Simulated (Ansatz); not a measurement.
C$_{3}$H$_{8}$Cl$_{3}$HfN, SMILES `CC[N](C)[Hf]([Cl])([Cl])[Cl]`. Charge 0, multiplicity 1. Hf: def2 effective core potential. All single points use the PBE0-D4/def2-TZVP geometry. It is one conformer, not always the lowest.

```xyz
16

C    -0.422    0.631    1.969
C     0.110   -0.512    1.122
N     0.180   -0.208   -0.296
C     1.189    0.765   -0.668
Hf   -0.837   -0.912   -1.846
Cl    0.720   -1.932   -3.281
Cl   -2.427   -2.420   -1.022
Cl   -1.815    0.934   -2.923
H    -1.425    0.917    1.646
H    -0.473    0.329    3.018
H     0.219    1.513    1.912
H     1.111   -0.801    1.472
H    -0.531   -1.388    1.254
H     0.984    1.757   -0.251
H     2.186    0.441   -0.347
H     1.231    0.887   -1.759
```

(1) What is the dipole moment at PBE/def2-TZVPP? (An estimate is asked.)

(2) And with r2SCAN, B3LYP, ωB97M-V? (Estimate.)

(3) Give the Mulliken charges with PBE, r2SCAN, B3LYP in def2-TZVPP. (An estimate is asked.)

Answers

(1) Computed: 3.44 D, with components (1.55, 1.15, 2.85) D in this frame, pointing from negative to positive charge.

(2) Ansatz gave: r2SCAN 3.53 D, B3LYP 3.42 D, ωB97M-V 3.33 D.

(3) The calculation gave: 
```json
{"atom": "C1", "PBE": "-0.26", "r2SCAN": "-0.15", "B3LYP": "-0.25"}
{"atom": "C2", "PBE": "0.00", "r2SCAN": "0.09", "B3LYP": "0.01"}
{"atom": "N3", "PBE": "-0.20", "r2SCAN": "-0.30", "B3LYP": "-0.28"}
{"atom": "C4", "PBE": "-0.15", "r2SCAN": "-0.04", "B3LYP": "-0.15"}
{"atom": "Hf5", "PBE": "0.67", "r2SCAN": "0.82", "B3LYP": "0.80"}
{"atom": "Cl6", "PBE": "-0.25", "r2SCAN": "-0.29", "B3LYP": "-0.28"}
{"atom": "Cl7", "PBE": "-0.23", "r2SCAN": "-0.27", "B3LYP": "-0.26"}
{"atom": "Cl8", "PBE": "-0.25", "r2SCAN": "-0.29", "B3LYP": "-0.28"}
{"atom": "H9", "PBE": "0.09", "r2SCAN": "0.05", "B3LYP": "0.09"}
{"atom": "H10", "PBE": "0.08", "r2SCAN": "0.05", "B3LYP": "0.08"}
{"atom": "H11", "PBE": "0.08", "r2SCAN": "0.05", "B3LYP": "0.08"}
{"atom": "H12", "PBE": "0.06", "r2SCAN": "0.03", "B3LYP": "0.07"}
{"atom": "H13", "PBE": "0.07", "r2SCAN": "0.04", "B3LYP": "0.07"}
{"atom": "H14", "PBE": "0.10", "r2SCAN": "0.07", "B3LYP": "0.10"}
{"atom": "H15", "PBE": "0.09", "r2SCAN": "0.07", "B3LYP": "0.10"}
{"atom": "H16", "PBE": "0.09", "r2SCAN": "0.06", "B3LYP": "0.09"}
```

B3LYP here is the variant with VWN-RPA as its local correlation; programs differ in this.
